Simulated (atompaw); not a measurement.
**Before and after: PAW (atompaw) potential for chromium (Cr)**

| Property | Result |
| --- | --- |
| Element | Cr (Z = 24) |
| Generator | atompaw 4.2.0.5 |
| Type | PAW |
| Functional | PBEsol |
| Relativity | scalar-relativistic |
| Frozen core | [Ar] |
| Valence charge | 6 |
| Reference configuration | 3d4 4s0 4p0 (charge +2) |
| Partial waves | 4s (bound, empty): rc 2.55 bohr; 4s channel at -0.6 Ry: rc 2.55 bohr; 4p (bound, empty): rc 2.20 bohr; 4p channel at -0.25 Ry: rc 2.20 bohr; 3d (bound): rc 2.55 bohr; 3d channel at -0.05 Ry: rc 2.20 bohr |
| Local potential | bessel scheme, radius 1.90 bohr |
| Core correction | smooth core density matched at 1.60 bohr |
| Augmentation charge | besselshape compensation charge, radius 2.10 bohr; PAW radius 2.55 bohr; waves and projectors: custom rrkj gramschmidtortho |

All-electron outer shells of the reference configuration (PBEsol, scalar-relativistic, ld1.x):

```
shell  level (eV)  outermost node (bohr)  outermost maximum (bohr)
   3p      -66.31                   0.33                      0.80
   3d      -22.81                      –                      0.82
   4s      -18.42                   1.10                      2.36
   4p      -13.23                   1.20                      2.78
```

Change: local potential bessel scheme, radius 1.40 bohr.

Cutoffs: the cutoffs (Ry, on a coarse ladder) from which the occupation-weighted sum of valence levels, in a spherical-Bessel basis at the reference potential, stays within 10 and 1 mRy of its value at 400 Ry; they do not see the model core or the augmentation charge, which bear on the density cutoff.

Q: What does the change do?

A: The potential gets neither clearly harder nor softer (15 Ry and 21 Ry → 15 Ry and 21 Ry); a bound ghost appears in p, which as a rule spoils a file; the range in which the s phases agree narrows (upper end 2.4 → 1.1); the range in which the d phases agree widens (upper end 0.7 → 3.0). A state that the projectors do not describe sees the local part alone, so a deeper or shallower local part can create or remove a ghost.

| quantity | base | changed |
| --- | --- | --- |
| cutoff, loose | 15 Ry | 15 Ry |
| cutoff, tight | 21 Ry | 21 Ry |
| bound ghosts | none | p |
| s: phases at 2.57 bohr within 0.05 rad from the reference energy up to (Ry; the scan ends near 5) | 2.4 | 1.1 |
| p: phases at 2.57 bohr within 0.05 rad from the reference energy up to (Ry; the scan ends near 5) | 3.5 | 3.9 |
| d: phases at 2.57 bohr within 0.05 rad from the reference energy up to (Ry; the scan ends near 5) | 0.7 | 3.0 |
| lowest overlap eigenvalue by channel | s 0.41, p 0.69, d 1.00 | s 0.37, p 0.69, d 1.00 |

 A true bound ghost makes a file unfit for plane-wave use even where its test errors are small: the radial tests pick states by their node count and pass the ghost by. The cutoffs see the waves, projectors and local potential, not the compensation charge or the core.
